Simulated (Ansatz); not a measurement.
Single points on Mo3Se8.

```yaml
crystal:
  periodic: [false, false, false]
  atoms:
    - {symbol: Mo, position_ang: [-1.126707, -0.772067, 0.118931]}
    - {symbol: Mo, position_ang: [-0.772753, 1.707736, -0.831748]}
    - {symbol: Mo, position_ang: [1.311206, 0.363273, 0.170276]}
    - {symbol: Se, position_ang: [1.509280, 2.068908, -1.600181]}
    - {symbol: Se, position_ang: [-0.781764, -2.907677, -1.023613]}
    - {symbol: Se, position_ang: [-1.298918, 2.733381, 1.100363]}
    - {symbol: Se, position_ang: [1.111615, -2.396887, 0.391939]}
    - {symbol: Se, position_ang: [-2.487546, 0.205743, -1.689566]}
    - {symbol: Se, position_ang: [2.747480, -1.251278, -0.974063]}
    - {symbol: Se, position_ang: [-2.157626, -0.824905, 2.123140]}
    - {symbol: Se, position_ang: [1.945723, 1.073783, 2.214521]}
basis:
  gaussian: {orbitals: def2-TZVP, initial_orbitals: start.molden}
hamiltonian: {xc: pbe}
correlation: {method: rpa}
scf: {omitted_lower_state_checks: [starts]}
```

The file start.molden holds the orbitals of an earlier run on this structure, at another level or in another basis.

```sh
$ ansatz run in.yaml --threads 2 --pin off --events-out ev --progress --plain --max-ram 31744MiB --backend cuda --devices 0, --max-vram 18GiB
```

Shortened log:

```
Functional definition: PBE
3661 factors; integrals over basis functions are off by at most 7.7e-4 eV
mean field evaluation 1: about -528304.4409 eV, gradient 2.3e1 eV
mean field evaluation 2: about -528304.8865 eV, gradient 6.6e-1 eV
mean field evaluation 4: about -528304.8952 eV, gradient 2.0e-2 eV
mean field evaluation 8: about -528304.8952 eV, gradient 2.5e-6 eV
mean field -528304.89521346 eV, -19414.8468011750 hartree, gradient 2.4e-6 eV, S^2 0.000000; 0 other end points of the search recorded, 0 dependent functions left out
72 core orbitals not correlated: weight in the atoms' cores, before any rotation towards them, 1.000 or more for the frozen orbitals, at most 0.000 for the correlated occupied ones
reference -527936.22320782 eV, -19401.2983548627 hartree; 85, 85 occupied and 347, 347 virtual orbitals, 3661 factors
Total energy: -528075.85010004 eV, -19406.4295485094 hartree
Checks for a lower state left out: starts
```

Hardware: 2 threads of AMD EPYC 7R13 on a shared host and a share (18 GiB) of an NVIDIA H100 80GB HBM3. Wall time 8 s, peak host memory 3.3 GiB.

As the first input, with `gaussian: {orbitals: def2-SVP, initial_orbitals: start.molden}`, `hamiltonian: {xc: pbe, dispersion: d4}`, `output: {orbitals: {seedname: orbitals}}` and without the key `correlation` (abridged; 4.2 s):

```
Functional definition: PBE
mean field -528239.11533415 eV, -19412.4294351975 hartree, gradient 2.3e-5 eV, S^2 0.000000
Total energy: -528240.56410262 eV, -19412.4826764569 hartree
Checks for a lower state left out: starts
```

The first input with `gaussian: {orbitals: def2-TZVP, fitting: {mean_field: def2-universal-jkfit}, initial_orbitals: start.molden}`, `hamiltonian: {xc: {name: CAM-B3LYP}, dispersion: d4}`, `output: {orbitals: {seedname: orbitals}}` and without the key `correlation` (abridged; 8.5 s):

```
Functional definition: CAM-B3LYP
mean field -528398.65507165 eV, -19418.2924124110 hartree, gradient 1.3e-5 eV, S^2 0.000000
Total energy: -528400.08180988 eV, -19418.3448440737 hartree
Checks for a lower state left out: starts
```

First input, but with `gaussian: {orbitals: def2-SVP, initial_orbitals: start.molden}`, `hamiltonian: {xc: pbe0, dispersion: d4}`, `output: {orbitals: {seedname: orbitals}}` and without the key `correlation` (abridged; 6.5 s):

```
Functional definition: PBE0
mean field -528249.88688706 eV, -19412.8252824658 hartree, gradient 2.2e-5 eV, S^2 0.000000
Total energy: -528251.18754941 eV, -19412.8730809257 hartree
Checks for a lower state left out: starts
```

The first input with `gaussian: {orbitals: def2-TZVP, fitting: {mean_field: def2-universal-jkfit}, initial_orbitals: start.molden}`, `hamiltonian: {xc: r2scan, dispersion: d4}`, `output: {orbitals: {seedname: orbitals}}` and without the key `correlation` (abridged; 5 s):

```
Functional definition: r2SCAN
mean field -528380.64841310 eV, -19417.6306799147 hartree, gradient 2.8e-5 eV, S^2 0.000000
Total energy: -528380.97714123 eV, -19417.6427604505 hartree
Checks for a lower state left out: starts
```

First input, but with `gaussian: {orbitals: def2-TZVP, fitting: {mean_field: def2-universal-jkfit}, initial_orbitals: start.molden}`, `hamiltonian: {xc: pbe, dispersion: d4}`, `output: {forces: true, orbitals: {seedname: orbitals}}` and without the key `correlation` (abridged; 5.5 s):

```
Functional definition: PBE
mean field -528304.89950205 eV, -19414.8469587778 hartree, gradient 2.9e-5 eV, S^2 0.000000
Total energy: -528306.34826366 eV, -19414.9001997850 hartree
Atom 0 force    -0.038033    -0.061412     0.010234 eV/Å
Atom 1 force    -0.003444    -0.033530     0.044886 eV/Å
Atom 2 force     0.069138    -0.015916     0.013992 eV/Å
Atom 3 force    -0.120017    -0.074133     0.086492 eV/Å
Atom 4 force     0.112541     0.104310     0.118378 eV/Å
Atom 5 force     0.026035    -0.042443    -0.105021 eV/Å
Atom 6 force    -0.062042     0.163630    -0.200128 eV/Å
Atom 7 force     0.137347     0.040650     0.092494 eV/Å
Atom 8 force    -0.143015    -0.041110     0.126306 eV/Å
Atom 9 force     0.036338    -0.006918    -0.089411 eV/Å
Atom 10 force    -0.014846    -0.033129    -0.098222 eV/Å
Dipole moment:     0.179117    -0.376486    -0.239342 e Å
Checks for a lower state left out: starts
```

The first input with `correlation: {method: mp2}`, `output: {orbitals: {seedname: orbitals}}` and without the key `hamiltonian` (abridged; 26 s):

```
Functional definition: HF
mean field -527942.75156311 eV, -19401.5382674945 hartree, gradient 3.0e-6 eV, S^2 0.000000; unrestricted orbitals would lower it
mean field evaluation 16: about -527943.5694 eV, gradient 1.6e0 eV
mean field evaluation 32: about -527944.3670 eV, gradient 6.4e-4 eV
unrestricted determinant -527944.36695480 eV, -19401.5976320442 hartree, S^2 3.5187
72 core orbitals not correlated: weight in the atoms' cores, before any rotation towards them, 1.000 or more for the frozen orbitals, at most 0.000 for the correlated occupied ones
second order -107.57671033 eV of doubles, -0.00000000 eV of singles
Total energy: -528050.32827344 eV, -19405.4916386809 hartree
Checks for a lower state left out: starts
```

Geometry: PBE-D4/def2-SVP.

In the def2 sets Mo takes a core potential; there is no spin–orbit coupling. Correlated methods freeze 72 core orbitals; core or outer-core shells of Mo, Se are correlated, in sets that lack core-valence functions. Single mean-field runs in def2-TZVP are fitted with def2-universal-jkfit. The restricted singlet is unstable towards broken spin symmetry in Hartree–Fock (as tested in another run); at PBE-D4/def2-SVP, CAM-B3LYP-D4/def2-TZVP, PBE0-D4/def2-SVP, r2SCAN-D4/def2-TZVP and others this wasn't settled. At MP2/def2-TZVP the restricted singlet (for correlated methods, its reference) is unstable: a solution with broken spin symmetry lies lower. Another isomer (singlet) lies 0.16 eV lower at PBE0-D4/def2-TZVP; other spin states weren't run for this one.
